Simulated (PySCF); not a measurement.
## Spin states and ions at one geometry of ReO2Cl3

PySCF 2.14.0, RKS r2SCAN, Re def2-SVP with ECP60, O def2-SVP, Cl def2-SVP; non-relativistic Hamiltonian with scalar-relativistic core potentials where named; density fitting; no spin-orbit coupling; singlets restricted, open shells unrestricted. The geometry is relaxed for charge 0, singlet, vacuum:

```xyz
6

Re    0.1368   -0.1735    0.0000
O     0.6298   -1.0080    1.3884
O     0.6298   -1.0080   -1.3884
Cl    1.9760    1.2353    0.0000
Cl   -1.0482    1.8366    0.0000
Cl   -1.9854   -1.0999    0.0000
```

Energies count from the relaxed state; an electron taken off or put on is at rest in vacuum. Charges and spins are Mulliken's.

```
                     state  energy (eV)  spin squared  charge on Re1 (e)  spin on Re1 (e)  dipole about the centre of mass (D)
 charge 0, singlet, vacuum         0.00          0.00               1.03             0.00                                 0.02
 charge 0, triplet, vacuum         1.90          2.01               0.94             0.60                                 1.60
charge +1, doublet, vacuum        10.87          0.76               1.10            -0.09                                 1.93
```

What does the state charge -1, doublet, vacuum give?

energy (eV) -3.30, spin squared 0.75, charge on Re1 (e) 0.87, spin on Re1 (e) 0.72, dipole about the centre of mass (D) 0.06.

With an electron taken off (doublet) the charges change, summed by element, by Re +0.07 e, O +0.19 e, Cl +0.73 e. The vertical ionisation energy is 10.87 eV, against −ε(HOMO) = 8.00 eV of the relaxed state. The level lies 2.9 eV too high, as is usual for semilocal functionals and global hybrids, which keep a self-interaction error.

With an electron put on (doublet) the charges change, summed by element, by Re -0.16 e, O -0.27 e, Cl -0.57 e. The vertical electron affinity is 3.30 eV, against −ε(LUMO) = 6.13 eV of the relaxed state. The basis has no diffuse functions, which an added electron needs.

Open shells may have lower solutions than those found.

No frequency check is given that shows the relaxed geometry to be a minimum.
